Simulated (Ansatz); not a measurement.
Gas-phase electronic energies from Ansatz, PBE0-D4/def2-TZVP geometries. CCSD(T)/CBS adds triple-zeta CCSD(T) − MP2 to the extrapolated MP2 energy (def2 sets, frozen cores). Functionals use def2-TZVPP. B3LYP here is the variant with VWN-RPA as its local correlation; programs differ in this. Each species was taken in one conformer, which may not be the lowest.

Consider the formal exchange of groups at a C–C bond: `FCC(CF)C(F)F` + `COCF` → `FCOCC(F)F` + `FCCCF`.

```
level  ΔE (eV)
  PBE    -0.08
B3LYP    -0.10
```

(1) What does CCSD(T)/CBS give? (Best estimate.)

Largest T1 diagnostic among the species: 0.012.

## Answers

(1) Computed: -0.04 eV. The listed levels differ from it by -0.04, -0.06 eV.

In def2-TZVPP, CCSD(T) changes the Hartree–Fock value by +0.09 eV (the triples alone add +0.01 eV) and MP2 by +0.10 eV. The D4 term adds +0.03 eV with B3LYP and +0.02 eV with PBE0; it sums over pairs of atoms, weighted by their polarisabilities, and B3LYP, whose exchange is more repulsive, gets the larger term.
